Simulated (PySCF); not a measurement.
C₂H₉NOSi, SMILES CC[Si@@H](N)O.

The structure is a stationary point at PBE0-D3(BJ)/def2-SVP. The structure was generated by enumeration; whether it is a known compound was not checked. Other conformers were not sampled.

The numbers are results of TDA-PBE/def2-SVPD (PySCF), not measurements.

Vertical excitations. The molecule is in vacuum.

Q: Estimate the UV-visible absorptions. (The exact figures need the calculation; the answer reports its results.)

A: 
```json
[
 {"state": "S1", "energy (eV)": "6.00", "λ (nm)": "207", "f": "0.049", "main pairs": "HOMO→LUMO 97 %"},
 {"state": "S2", "energy (eV)": "6.26", "λ (nm)": "198", "f": "0.012", "main pairs": "HOMO−1→LUMO 99 %"},
 {"state": "S3", "energy (eV)": "6.48", "λ (nm)": "191", "f": "0.029", "main pairs": "HOMO→LUMO+1 97 %"},
 {"state": "S4", "energy (eV)": "6.65", "λ (nm)": "186", "f": "0.006", "main pairs": "HOMO−1→LUMO+1 98 %"},
 {"state": "S5", "energy (eV)": "6.69", "λ (nm)": "185", "f": "0.017", "main pairs": "HOMO→LUMO+2 94 %"},
 {"state": "S6", "energy (eV)": "6.94", "λ (nm)": "179", "f": "0.004", "main pairs": "HOMO−1→LUMO+2 99 %"},
 {"state": "S7", "energy (eV)": "7.24", "λ (nm)": "171", "f": "0.001", "main pairs": "HOMO→LUMO+3 99 %"},
 {"state": "S8", "energy (eV)": "7.35", "λ (nm)": "169", "f": "0.014", "main pairs": "HOMO−2→LUMO 98 %"},
 {"state": "S9", "energy (eV)": "7.61", "λ (nm)": "163", "f": "0.076", "main pairs": "HOMO−1→LUMO+3 96 %"},
 {"state": "S10", "energy (eV)": "7.72", "λ (nm)": "161", "f": "0.010", "main pairs": "HOMO→LUMO+4 96 %"},
 {"state": "T1", "energy (eV)": "5.78", "λ (nm)": "214", "f": "0", "main pairs": "HOMO→LUMO 98 %"},
 {"state": "T2", "energy (eV)": "6.10", "λ (nm)": "203", "f": "0", "main pairs": "HOMO−1→LUMO 99 %"},
 {"state": "T3", "energy (eV)": "6.14", "λ (nm)": "202", "f": "0", "main pairs": "HOMO→LUMO+1 98 %"},
 {"state": "T4", "energy (eV)": "6.50", "λ (nm)": "191", "f": "0", "main pairs": "HOMO→LUMO+2 98 %"}
]
```
Triplets are in the Tamm–Dancoff approximation.
